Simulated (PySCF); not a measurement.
These compounds are isomers of formula C8H9Cl.

A. SMILES C#CC/C=C\C(C)=C/Cl
B. `C/C=C\C=C\C#CCCl`
C. `C=C/C=C1\CC\C1=C\Cl`

Spectrum 1. ¹H NMR (300 MHz, computed): δ 7.16 (d, 1H), 6.68 (m, 1H), 5.92 (s, 1H), 5.64 (m, 1H), 5.57 (m, 1H), 2.76 (m, 2H), 2.74 (m, 2H). ¹³C{¹H} NMR (computed): δ 146.9 (C), 145.0 (C), 141.1 (CH), 136.3 (CH), 126.5 (CH2), 123.7 (CH), 27.0 (CH2), 26.2 (CH2).

Spectrum 2. ¹H NMR (300 MHz, computed): δ 7.21 (m, 1H), 6.29 (m, 1H), 5.90 (m, 1H), 5.77 (d, 1H), 4.53 (s, 2H), 1.99 (d, 3H). ¹³C{¹H} NMR (computed): δ 145.1 (CH), 139.5 (CH), 135.6 (CH), 116.4 (CH), 97.8 (C), 96.8 (C), 39.2 (CH2), 17.4 (CH3).

Spectrum 3. ¹H NMR (300 MHz, computed): δ 6.87 (d, 1H), 6.04 (s, 1H), 5.97 (m, 1H), 3.14 (m, 2H), 2.42 (s, 3H), 1.64 (t, 1H). ¹³C{¹H} NMR (computed): δ 142.6 (C), 135.4 (CH), 134.1 (CH), 131.1 (CH), 86.9 (C), 77.9 (CH), 22.4 (CH3), 21.9 (CH2).

Averaged over atoms made equivalent by symmetry, fast rotation or ring inversion, one computed conformer, no solvent, no relativistic terms. Geometry from GFN2-xTB; σ from GIAO-PBE0/pcSseg-1; PySCF 2.14.

Shifts are taken against calculated references (same method and geometry level): ¹H and ¹³C against TMS. Where no couplings were computed, multiplicities follow the n + 1 count of equivalent neighbours, and m marks all less simple cases (inequivalent or close neighbours, rings, F or P nearby). Shifts are as computed. Against solution values, carbons near 30 ppm lie about +3 ppm off and those near 130 ppm about +5 ppm; carbons on Cl a further +6 ppm. Of 1211 compounds with measured shifts, 218 miss one by over three times the rms of a fit or turn the order of signals round; such compounds aren't used in these exercises. Carbons bonded to Cl come out too deshielded.

Q: Match each spectrum to its structure.

A: 1–C, 2–B, 3–A.

- Spectrum 1 (C): 8 ¹³C signals; δC 146.9 is a fully substituted alkene carbon; δC 145.0 is a fully substituted alkene carbon.
- Spectrum 2 (B): 8 ¹³C signals; δC 145.1 is an alkene CH; δC 139.5 is an alkene CH.
- Spectrum 3 (A): 8 ¹³C signals; δC 142.6 is a fully substituted alkene carbon; δC 135.4 is an alkene CH.
